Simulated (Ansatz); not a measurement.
`CC([SiH3])=C=N` + H₂Se → `N=C=C([SiH3])[SeH]` + CH₄ at 400 K and 1 bar (substitution at a C–C bond).

Program: Ansatz. Geometries: PBE0-D4/def2-TZVP. ΔE: electronic, gas phase. CCSD(T)/CBS is the MP2 limit (def2-TZVPP, def2-QZVPP) plus CCSD(T) − MP2 in def2-TZVPP, frozen cores. This one scheme is used for every species. For Se outer-core shells are correlated without core-valence functions, which leaves a few kJ/mol of doubt a bond. Scalar relativity is left out up to krypton. One conformer a species, not always the lowest.

```json
{"species": "`CC([SiH3])=C=N`", "CCSD(T)/CBS energy (Eh)": "-462.09902", "H − E (kJ/mol)": "266.3", "S (J/(mol·K))": "379.6"}
{"species": "H₂Se", "CCSD(T)/CBS energy (Eh)": "-2401.89790", "H − E (kJ/mol)": "49.4", "S (J/(mol·K))": "229.5"}
{"species": "`N=C=C([SiH3])[SeH]`", "CCSD(T)/CBS energy (Eh)": "-2823.53880", "H − E (kJ/mol)": "188.9", "S (J/(mol·K))": "400.6"}
{"species": "CH₄", "CCSD(T)/CBS energy (Eh)": "-40.46206", "H − E (kJ/mol)": "131.3", "S (J/(mol·K))": "197.2"}
```

H − E and S are ideal-gas, rigid-rotor, harmonic terms from PBE0-D4/def2-TZVP, for one conformer and one mirror image of each species. 1 Eh = 2625.50 kJ/mol, R = 8.31446 J/(mol·K).

**Question.** By hand: ΔE, ΔH, ΔS and ΔG.

**Answer.** ΔE = (-2823.53880) + (-40.46206) − (-462.09902) − (-2401.89790) = -0.00394 Eh = -10.3 kJ/mol. Δ(H − E) = 188.9 + 131.3 − 266.3 − 49.4 = 4.5, so ΔH = -5.8 kJ/mol. ΔS = 400.6 + 197.2 − 379.6 − 229.5 = -11.3 J/(mol·K). ΔG = -5.8 − 400 × (-11.3)/1000 = -1.3 kJ/mol.

**Question.** By hand: the equilibrium constant, and the temperature at which ΔG would vanish if ΔH and ΔS stayed fixed.

**Answer.** log₁₀ K = −ΔG/(RT ln 10) = 0.2. ΔG = 0 at ΔH/ΔS = 513 K, though so small a ΔH makes that figure unsure.

TΔS isn't small against ΔH here. The sign of ΔG lies within the doubt. A doubt of 5 kJ/mol in ΔE shifts log₁₀ K by 0.7 here. Other conformers and mirror images would add mixing entropy, several J/(mol·K) or more a flexible species. These are equilibria of isolated gas molecules and say nothing of rates. Largest T1 diagnostic: 0.014 (customary marks: 0.02 for closed shells, 0.045 for open ones).
